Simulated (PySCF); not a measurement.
System: dimethylborinic acid, C2H7BO, net charge 0, singlet state. 
Coordinates optimised at B3LYP-D3(BJ)/def2-TZVP (Ansatz):
```xyz
11

C      1.1177    -1.0752     0.0003
B      0.0332     0.0619    -0.0227
C     -1.4653    -0.2033     0.3947
O      0.4457     1.3010    -0.4268
H      0.7429    -2.0038    -0.4391
H      2.0414    -0.7926    -0.5061
H      1.3686    -1.3185     1.0395
H     -1.5281    -0.7936     1.3129
H     -2.0640     0.7017     0.5318
H     -1.9560    -0.8047    -0.3791
H     -0.2512     1.9653    -0.4027
```
Charge 0, spin multiplicity 1.

Dispersion corrections to the total energy (kcal/mol) from the dftd3 and dftd4 libraries through PySCF: D3(BJ) without and D4 with the three-body term, each with the damping fitted for the functional named.

```csv
functional,D3(BJ),D4
HSE06,[?],-2.77
revPBE,-10.14,[?]
B2GP-PLYP,-2.12,-1.49
B2PLYP,-2.94,-2.51
CAM-B3LYP,-2.85,-2.99
PW6B95,[?],-3.13
TPSS,-4.84,-4.89
```

**Question.** What belongs in the gaps?

**Answer.** 
- HSE06, D3(BJ): -2.38
- revPBE, D4: -12.59
- PW6B95, D3(BJ): -1.77
